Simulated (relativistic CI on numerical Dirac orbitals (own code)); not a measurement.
**Radial parameters of Ta⁵⁺**

Computed by Dirac-Coulomb-Breit CI, orbitals from a KLI potential per configuration, QED by a radiative potential, valence Slater integrals scaled by 0.85, P86 correlation energy added to each configuration (own radial code, finite nucleus).

Slater integrals F^k, G^k are unscaled and averaged over j, outside the closed core [Kr] 4d10; ζ comes from projecting the Hamiltonian with its Breit term on Σ l·s of the shell.

- 4f¹⁴5s²5p⁵5d: ζ(5p) = 50153, F^2(5p,5d) = 68431, G^1(5p,5d) = 81799, G^3(5p,5d) = 51044, ζ(5d) = 2929.6 cm⁻¹; <r>(5p) = 1.238, <r^2>(5p) = 1.725, <r>(5d) = 1.633, <r^2>(5d) = 3.029 (bohr units).
- 4f¹³5s²5p⁶5d: ζ(4f) = 4347.4, F^2(4f,5d) = 39334, F^4(4f,5d) = 18966, G^1(4f,5d) = 15048, G^3(4f,5d) = 13439, G^5(4f,5d) = 10565, ζ(5d) = 3090.6 cm⁻¹; <r>(4f) = 0.6114, <r^2>(4f) = 0.4637, <r>(5d) = 1.604, <r^2>(5d) = 2.922 (bohr units).
- 4f¹³5s²5p⁶6s: ζ(4f) = 4345.6, G^3(4f,6s) = 4555.7 cm⁻¹; <r>(4f) = 0.6098, <r^2>(4f) = 0.4604, <r>(6s) = 2.371, <r^2>(6s) = 6.24 (bohr units).

In this model ζ of a weakly bound d, f or g electron outside closed shells comes out too small, for d by up to a factor of two or three and at times with the wrong sign; that of an outer p electron is too small as well.

Averages of the first 10 configurations, taken without configuration mixing, which lowers the lowest level and can move excited configurations by several eV; other configurations of the list can lie among them:

```csv
Configuration,Parity,States,Average energy above the lowest level (eV)
4f¹⁴5s²5p⁶,even,1,0.2
4f¹⁴5s²5p⁵5d,odd,60,42.0
4f¹³5s²5p⁶5d,odd,140,29.5
4f¹³5s²5p⁶6s,odd,28,39.7
4f¹⁴5s²5p⁵5f,even,84,72.9
4f¹⁴5s5p⁶5d,even,20,80.8
4f¹³5s²5p⁶6p,even,84,49.2
4f¹⁴5s²5p⁵5g,odd,108,84.6
4f¹⁴5s²5p⁵6s,odd,12,51.1
4f¹³5s²5p⁶6d,odd,140,61.4
```
